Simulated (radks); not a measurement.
Question: Radial electron density D(r) = 4 pi r^2 rho(r) of an atom or ion with 1 electrons. Calculated with a radial shooting solver on a logarithmic mesh with Libxc functionals: scalar-relativistic Kohn-Sham, SCAN, spin-polarised, spherical densities, finite nucleus; meta-GGA in the generalised Kohn-Sham scheme; Fermi nuclear charge, rms radius of each element as measured or else 0.836 A^(1/3) + 0.57 fm.

```
   r/bohr * D(r) (the largest magnitude, 0.848, reaches the edge; | marks zero)
  0.01848 |*
  0.02034 |*
  0.02239 | *
  0.02465 | *
  0.02713 | *
  0.02986 |  *
  0.03287 |  *
  0.03618 |   *
  0.03983 |    *
  0.04384 |    *
  0.04826 |     *
  0.05312 |       *
  0.05848 |        *
  0.06437 |         *
  0.07085 |           *
  0.07799 |             *
  0.08585 |               *
   0.0945 |                  *
    0.104 |                    *
   0.1145 |                       *
    0.126 |                          *
   0.1387 |                              *
   0.1527 |                                 *
   0.1681 |                                     *
   0.1851 |                                        *
   0.2037 |                                            *
   0.2242 |                                               *
   0.2468 |                                                  *
   0.2717 |                                                    *
   0.2991 |                                                     *
   0.3292 |                                                      *
   0.3624 |                                                      *
   0.3989 |                                                    *
   0.4391 |                                                  *
   0.4833 |                                               *
    0.532 |                                           *
   0.5856 |                                       *
   0.6446 |                                   *
   0.7096 |                               *
    0.781 |                           *
   0.8597 |                        *
   0.9464 |                     *
    1.042 |                   *
    1.147 |                  *
    1.262 |                  *
    1.389 |                 *
    1.529 |                 *
    1.684 |                *
    1.853 |              *
     2.04 |             *
    2.245 |          *
    2.472 |        *
    2.721 |      *
    2.995 |    *
    3.297 |  *
    3.629 | *
    3.994 |*
    4.397 |*
     4.84 *
    5.327 *
    5.864 *
    6.455 *
```

What is the nuclear charge?

Answer: Z = 3. The innermost maximum, from 1s, lies near gamma/Z bohr with gamma = sqrt(1 - (Z/c)^2) = 1.000, here 0.333 bohr (found: 0.334), and its height grows with Z. The density is that of the lithium ion Li2+ in 1s0.5 2p0.5; the configuration itself is not fixed sharply by these data. D(r) has 1 maximum, at r = 0.334 bohr.
